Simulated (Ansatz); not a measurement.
Ideal-gas functions of CH$_{5}$AsO, SMILES `CO[AsH2]` at 600 K and 1 bar, from an Ansatz frequency run at PBE0-D4/def2-TZVP.

Molar mass 107.97 g/mol, point group Cs (symmetry number 1), electronic degeneracy 1, moments of inertia 15.485, 122.095, 129.606 u Å². Harmonic wavenumbers (cm⁻¹, unscaled): 182, 222, 287, 622, 799, 847, 1008, 1112, 1176, 1193, 1467, 1481, 1492, 2132, 2137, 2998, 3056, 3111.

Use S(trans) = R[1.5 ln M + 2.5 ln T − 1.1517]; rotational temperatures θ = 24.2544 K / I; S(rot) = R[ln(√π/σ · √(T³/θAθBθC)) + 1.5]; for each mode x = 1.438777 ν̃/T, S = R[x/(eˣ − 1) − ln(1 − e⁻ˣ)] and H = RT x/(eˣ − 1); 1 cm⁻¹ = 0.0119627 kJ/mol; R = 8.31446 J/(mol·K).

Task: By hand: the entropy, in J/(mol·K).

Result: Translation 181.8. Rotation: θ = 1.5663, 0.1987, 0.1871 K, giving 108.8. Vibration, mode by mode: 15.27, 13.65, 11.58, 5.72, 4.07, 3.72, 2.74, 2.25, 2.00, 1.93, 1.14, 1.11, 1.09, 0.31, 0.30, 0.05, 0.05, 0.04, in all 67.1. Electronic 0.0. Sum 357.7 J/(mol·K).

Task: By hand: H − E and G − E in kJ/mol, counted from the electronic energy.

Result: Zero-point energy ½ × 25322 × 0.0119627 = 151.5; thermal vibration 22.4; translation, rotation and pV give 4 RT = 20.0. H − E = 193.9 kJ/mol, and G − E = 193.9 − 600 × 357.7/1000 = -20.7 kJ/mol.

Vibration gives 19 % of the entropy.
